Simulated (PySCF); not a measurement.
PySCF job for C₃H₇NSi, SMILES NCC#C[SiH3], TDDFT-ωB97X/def2-SVPD. Geometry: PBE0-D3(BJ)/def2-SVP. One conformer was computed; it need not be the lowest.

```python
import numpy as np
from pyscf import gto, scf, dft, tdscf

mol = gto.M(
    atom='''
    N    -2.74532219    0.97493141    0.22627114
    C    -2.11681378   -0.30835900   -0.02320682
    C    -0.65042067   -0.30414815   -0.04598493
    C     0.56847156   -0.24659911   -0.05478117
    Si    2.39393692   -0.17571173   -0.07163532
    H    -2.45039069    1.64641003   -0.48039060
    H    -2.42462635    1.34827493    1.11790269
    H    -2.45636666   -1.02957624    0.73989538
    H    -2.48407943   -0.70802402   -0.98401894
    H     2.91005857    0.06095546    1.30914982
    H     2.94734568   -1.46405339   -0.58343407
    H     2.85277456    0.93609502   -0.95627019
    ''',
    basis='def2-SVPD',
    charge=0,
    spin=0,
    max_memory=1600,
    verbose=4,
)
mf = dft.RKS(mol, xc='wb97x').density_fit(auxbasis='def2-universal-jkfit')
mf.grids.level = 3
mf.conv_tol = 1e-9
mf.max_cycle = 100
mf.kernel()
mf.grids = dft.Grids(mol).set(level=1).build(with_non0tab=True)  # coarser grid for the response kernel
td = tdscf.TDDFT(mf)
td.singlet = True
td.nstates = 10
td.conv_tol = 1e-4
td.positive_eig_threshold = 1e-6
td.kernel(x0=td.get_init_guess(mf, 15))
td.analyze()
tt = tdscf.TDA(mf)
tt.singlet = False
tt.nstates = 4
tt.conv_tol = 1e-4
tt.positive_eig_threshold = 1e-6
tt.kernel(x0=tt.get_init_guess(mf, 9))
tt.analyze(verbose=3)
```

Program output:

```
PySCF version 2.14.0

[INPUT] verbose = 4
[INPUT] num. atoms = 12
[INPUT] num. electrons = 46
[INPUT] charge = 0
[INPUT] spin (= nelec alpha-beta = 2S) = 0
[INPUT] symmetry False subgroup None
[INPUT] Mole.unit = angstrom
[INPUT] Symbol           X                Y                Z      unit          X                Y                Z       unit  Magmom
[INPUT]  1 N     -2.745322190000   0.974931410000   0.226271140000 AA   -5.187907062791   1.842353355136   0.427590484493 Bohr   0.0
[INPUT]  2 C     -2.116813780000  -0.308359000000  -0.023206820000 AA   -4.000198300905  -0.582714058045  -0.043854534022 Bohr   0.0
[INPUT]  3 C     -0.650420670000  -0.304148150000  -0.045984930000 AA   -1.229116932056  -0.574756704793  -0.086898923557 Bohr   0.0
[INPUT]  4 C      0.568471560000  -0.246599110000  -0.054781170000 AA    1.074255558004  -0.466004780461  -0.103521408083 Bohr   0.0
[INPUT]  5 Si     2.393936920000  -0.175711730000  -0.071635320000 AA    4.523885138285  -0.332047046574  -0.135371135646 Bohr   0.0
[INPUT]  6 H     -2.450390690000   1.646410030000  -0.480390600000 AA   -4.630567302284   3.111264045437  -0.907806666815 Bohr   0.0
[INPUT]  7 H     -2.424626350000   1.348274930000   1.117902690000 AA   -4.581879755904   2.547870358317   2.112529918015 Bohr   0.0
[INPUT]  8 H     -2.456366660000  -1.029576240000   0.739895380000 AA   -4.641860248913  -1.945617117959   1.398199629031 Bohr   0.0
[INPUT]  9 H     -2.484079430000  -0.708024020000  -0.984018940000 AA   -4.694229794366  -1.337971487414  -1.859526297985 Bohr   0.0
[INPUT] 10 H      2.910058570000   0.060955460000   1.309149820000 AA    5.499213703743   0.115189125197   2.473934615824 Bohr   0.0
[INPUT] 11 H      2.947345680000  -1.464053390000  -0.583434070000 AA    5.569676129620  -2.766659938841  -1.102530604040 Bohr   0.0
[INPUT] 12 H      2.852774560000   0.936095020000  -0.956270190000 AA    5.390962613527   1.768963214369  -1.807088760186 Bohr   0.0

nuclear repulsion = 187.294123311677
number of shells = 70
number of NR pGTOs = 232
number of NR cGTOs = 160
basis = def2-SVPD
ecp = {}


[settings echo left out]
init E= -462.796634581893
  HOMO = -0.297338904046668  LUMO = -0.0138964288156704  gap/eV = 7.71286
cycle= 1 E= -462.405269097987  delta_E= 0.391  |g|= 0.376  |ddm|= 5.96
  HOMO = -0.32964848360599  LUMO = 0.0716078538644447  gap/eV = 10.91874
cycle= 2 E= -462.429098563838  delta_E= -0.0238  |g|= 0.283  |ddm|= 2.13
  HOMO = -0.363100834492095  LUMO = 0.0681879669168493  gap/eV = 11.73597
cycle= 3 E= -462.445748724881  delta_E= -0.0167  |g|= 0.0744  |ddm|= 0.634
  HOMO = -0.364903697770312  LUMO = 0.0691480684887718  gap/eV = 11.81115
cycle= 4 E= -462.447006131841  delta_E= -0.00126  |g|= 0.0336  |ddm|= 0.22
  HOMO = -0.361316552458034  LUMO = 0.0704982459064976  gap/eV = 11.75028
cycle= 5 E= -462.447300116805  delta_E= -0.000294  |g|= 0.00752  |ddm|= 0.128
  HOMO = -0.362289865018977  LUMO = 0.0704191352855319  gap/eV = 11.77461
cycle= 6 E= -462.447315746101  delta_E= -1.56e-05  |g|= 0.00196  |ddm|= 0.0327
  HOMO = -0.362169297861105  LUMO = 0.0702926408815103  gap/eV = 11.76789
cycle= 7 E= -462.447317220129  delta_E= -1.47e-06  |g|= 0.000641  |ddm|= 0.0183
  HOMO = -0.362211111836586  LUMO = 0.0703365862110488  gap/eV = 11.77022
cycle= 8 E= -462.447317435992  delta_E= -2.16e-07  |g|= 0.000149  |ddm|= 0.00828
  HOMO = -0.362201941104406  LUMO = 0.0703406480601343  gap/eV = 11.77008
cycle= 9 E= -462.447317453082  delta_E= -1.71e-08  |g|= 4.85e-05  |ddm|= 0.00285
  HOMO = -0.36221118690903  LUMO = 0.0703331768829694  gap/eV = 11.77013
cycle= 10 E= -462.447317454613  delta_E= -1.53e-09  |g|= 1.45e-05  |ddm|= 0.000617
  HOMO = -0.362209753041194  LUMO = 0.0703342694863189  gap/eV = 11.77012
cycle= 11 E= -462.447317454796  delta_E= -1.83e-10  |g|= 3.74e-06  |ddm|= 0.00018
  HOMO = -0.362210041732919  LUMO = 0.0703339599762383  gap/eV = 11.77012
Extra cycle  E= -462.447317454807  delta_E= -1.13e-11  |g|= 1.84e-06  |ddm|= 2.03e-05
converged SCF energy = -462.447317454807
tot grids = 44376
Overwritten attributes  positive_eig_threshold  of <class 'pyscf.tdscf.rks.TDDFT'>


******** <class 'pyscf.tdscf.rks.TDDFT'> for <class 'pyscf.df.df_jk.DFRKS'> ********
nstates = 10 singlet
deg_eia_thresh = 1.000e-03
wfnsym = None
conv_tol = 0.0001
eigh lindep = 1e-12
eigh level_shift = 0
eigh max_cycle = 100


Excitation energies (eV)
[5.85537162 6.16594367 6.22337386 6.9772038  7.60536846 7.67640397
 8.03583181 8.13892594 8.56204873 8.70361902]

** Singlet excitation energies and oscillator strengths **
Excited State   1:      5.85537 eV    211.74 nm  f=0.0003
      21 -> 26        0.16115
      22 -> 24       -0.55248
      22 -> 25        0.24854
      22 -> 31       -0.11350
      23 -> 26        0.18024
Excited State   2:      6.16594 eV    201.08 nm  f=0.0095
      21 -> 24       -0.24723
      21 -> 25        0.12423
      22 -> 25       -0.14024
      22 -> 26        0.42660
      23 -> 24       -0.38173
      23 -> 25        0.13687
Excited State   3:      6.22337 eV    199.22 nm  f=0.0021
      21 -> 25       -0.11910
      21 -> 26        0.36994
      22 -> 24        0.23189
      22 -> 25       -0.10544
      23 -> 25       -0.14809
      23 -> 26        0.45556
Excited State   4:      6.97720 eV    177.70 nm  f=0.0897
      21 -> 24        0.29226
      21 -> 28       -0.11014
      22 -> 26       -0.12714
      23 -> 24       -0.44223
      23 -> 25       -0.17850
      23 -> 27        0.17534
      23 -> 28        0.24093
      23 -> 29        0.15975
Excited State   5:      7.60537 eV    163.02 nm  f=0.0105
      22 -> 24        0.29835
      22 -> 25        0.54335
      22 -> 26        0.18052
      22 -> 27       -0.21510
      22 -> 33       -0.10886
Excited State   6:      7.67640 eV    161.51 nm  f=0.0347
      21 -> 24        0.33578
      21 -> 25        0.18530
      23 -> 25        0.48702
      23 -> 26        0.15607
      23 -> 27       -0.16387
Excited State   7:      8.03583 eV    154.29 nm  f=0.0000
      21 -> 25       -0.15890
      21 -> 26        0.48378
      21 -> 30        0.10772
      23 -> 25        0.12862
      23 -> 26       -0.39957
      23 -> 30       -0.10666
      23 -> 34        0.11225
Excited State   8:      8.13893 eV    152.33 nm  f=0.2539
      21 -> 24        0.10609
      21 -> 25        0.37610
      21 -> 26        0.12250
      21 -> 27       -0.15407
      21 -> 31       -0.11416
      22 -> 26        0.21076
      23 -> 24        0.28974
      23 -> 25       -0.13533
      23 -> 27        0.10876
      23 -> 28        0.26216
      23 -> 29        0.11613
      23 -> 31        0.11199
Excited State   9:      8.56205 eV    144.81 nm  f=0.9448
      21 -> 24       -0.37373
      21 -> 25        0.28004
      22 -> 25        0.12885
      22 -> 26       -0.39380
      22 -> 30        0.11604
      23 -> 24       -0.10716
      23 -> 28        0.13565
      23 -> 31        0.11563
Excited State  10:      8.70362 eV    142.45 nm  f=0.0361
      21 -> 29        0.19062
      21 -> 31        0.10939
      23 -> 28        0.18907
      23 -> 29       -0.54696
      23 -> 31       -0.20530
      23 -> 35        0.10515

** Transition electric dipole moments (AU) **
state          X           Y           Z        Dip. S.      Osc.
  1        -0.0013      0.0229     -0.0415      0.0022      0.0003
  2        -0.1840      0.1538      0.0729      0.0628      0.0095
  3         0.0023     -0.0574      0.1032      0.0139      0.0021
  4        -0.7170      0.1009      0.0200      0.5247      0.0897
  5        -0.0057      0.0447     -0.2328      0.0562      0.0105
  6        -0.4052     -0.1401     -0.0226      0.1843      0.0347
  7         0.0029     -0.0113      0.0054      0.0002      0.0000
  8         1.0946     -0.2667     -0.0645      1.2734      0.2539
  9        -2.1219      0.0059      0.0378      4.5040      0.9448
 10         0.3582      0.1994      0.0316      0.1691      0.0361

** Transition velocity dipole moments (imaginary part, AU) **
state          X           Y           Z        Dip. S.      Osc.
  1        -0.0003      0.0051     -0.0088      0.0001      0.0003
  2        -0.0437      0.0354      0.0171      0.0035      0.0102
  3         0.0005     -0.0135      0.0235      0.0007      0.0021
  4        -0.1930      0.0257      0.0051      0.0379      0.0986
  5        -0.0018      0.0150     -0.0778      0.0063      0.0150
  6        -0.1151     -0.0475     -0.0079      0.0156      0.0368
  7         0.0009     -0.0041      0.0052      0.0000      0.0001
  8         0.3235     -0.0878     -0.0208      0.1128      0.2514
  9        -0.6645      0.0006      0.0117      0.4417      0.9358
 10         0.1222      0.0673      0.0105      0.0196      0.0408

** Transition magnetic dipole moments (imaginary part, AU) **
state          X           Y           Z
  1        -0.0017     -0.0541     -0.0340
  2         0.0006      0.0807     -0.0701
  3         0.0437     -0.0302      0.0579
  4        -0.0089      0.0677     -0.4684
  5         0.0978      0.3229      0.0572
  6        -0.0064      0.0226     -0.1631
  7         0.4286      0.1303      0.0414
  8        -0.0103      0.2598     -1.3418
  9        -0.0554      0.0035      0.0208
 10        -0.0480      0.0153     -0.2572
Overwritten attributes  positive_eig_threshold  of <class 'pyscf.tdscf.rks.TDA'>


******** <class 'pyscf.tdscf.rks.TDA'> for <class 'pyscf.df.df_jk.DFRKS'> ********
nstates = 4 triplet
deg_eia_thresh = 1.000e-03
wfnsym = None
conv_tol = 0.0001
eigh lindep = 1e-12
eigh level_shift = 0
eigh max_cycle = 100


Excitation energies (eV)
[4.94056435 5.42503512 5.44962795 5.97838971]

** Triplet excitation energies and oscillator strengths **
Excited State   1:      4.94056 eV    250.95 nm  f=0.0000
Excited State   2:      5.42504 eV    228.54 nm  f=0.0000
Excited State   3:      5.44963 eV    227.51 nm  f=0.0000
Excited State   4:      5.97839 eV    207.39 nm  f=0.0000
```

The calculation finished and met its thresholds.
